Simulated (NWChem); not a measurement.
CClCuO; SMILES [O+]#[C-]->[Cu][Cl]

```xyz
4

Cu     0.0000     0.0006     0.0000
Cl     0.0000    -2.0851     0.0000
O      0.0000     2.9429     0.0000
C      0.0000     1.8131     0.0000
```
Atoms are numbered in this order, from 1.

Computed with NWChem. Geometry: optimised at PBE0/def2-SVP. Vzz is the largest principal value of the second derivative of the potential at the nucleus (NWChem prints the opposite sign); η is the asymmetry. Non-relativistic.

**Question.** What does the run give for PBE0/def2-SVP? Quantities: Vzz Cu1 (a.u.); η Cu1; Vzz Cl2 (a.u.); η Cl2; Vzz O3 (a.u.); η O3.

**Answer.** 
| Item | Value |
|---|---|
| Vzz Cu1 (a.u.) | -0.250 |
| η Cu1 | 0.00 |
| Vzz Cl2 (a.u.) | 1.247 |
| η Cl2 | 0.00 |
| Vzz O3 (a.u.) | -0.385 |
| η O3 | 0.00 |
